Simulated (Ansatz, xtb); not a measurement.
## C5H8Si: which of two isomers lies lower

Structure a: `[SiH3]C1=CCC=C1`, a singlet. Structure b: `[SiH3]C1=CC=CC1`, a singlet. Both are isolated molecules in the gas phase, relaxed with PBE-D3(BJ)/def2-SVP.

Energies in hartree; the thermal terms are from GFN2-xTB frequencies at re-optimised GFN2-xTB minima (ideal gas, soft modes damped towards free rotors, one conformer each, 298.15 K, 1 atm) and include the zero-point energy:

```
                              a           b
E, CCSD(T)/def2-SVP  −483.515124  −483.516597
    E, MP2/def2-SVP  −483.420876  −483.422717
  E, MP2/def2-TZVPP  −483.897898  −483.899805
  zero-point energy     0.104318     0.104457
       H(298 K) − E     0.112234     0.112388
       G(298 K) − E     0.073490     0.073597
```

**Question.** Correct the CCSD(T) difference for the basis set by the MP2 change, then work out ΔE, ΔE₀, ΔH and ΔG for a → b in kJ/mol (1 Eh = 2625.50 kJ/mol) and the equilibrium ratio [b]/[a].

**Answer.** 1. Differences b − a: CCSD(T) −0.001473, MP2 in the small set −0.001841, MP2 in the large set −0.001907 Eh.
2. ΔE = −0.001473 + (−0.001907 − (−0.001841)) = −0.001539 Eh = −4.04 kJ/mol.
3. ΔE₀ = ΔE + ΔZPE = −0.001539 + (+0.000139) Eh = −3.68 kJ/mol.
4. ΔH = ΔE + (+0.000154) Eh = −3.64 kJ/mol.
5. ΔG = ΔE + (+0.000107) Eh = −3.76 kJ/mol, so ΔS = (ΔH − ΔG)/T = +0.4 J/(mol K).
6. kT = 0.9442 mEh, so K = [b]/[a] = exp(−ΔG/kT) = exp(+1.52) ≈ 4.6.

The two are too close for this level to say which is favoured. An error of 4 kJ/mol in ΔG would change K by a factor of 5. Mirror images and further conformers aren't counted.

As drawn, both hold the same kinds of bond in the same numbers.

Other levels gave ΔE = −5.7 (GFN2-xTB); −0.2 (HF/STO-3G, GFN2-xTB geometries); −6.8 (r2SCAN-D4/def2-SVP, GFN2-xTB geometries); −5.7 (PBE-D3(BJ)/def2-SVP); −3.7 (HF/def2-SVP); −4.8 (MP2/def2-SVP); −3.9 (CCSD(T)/def2-SVP) kJ/mol. The correlated steps freeze 10 core orbitals. Programs: Ansatz 0.2.0, xtb 6.7.1.
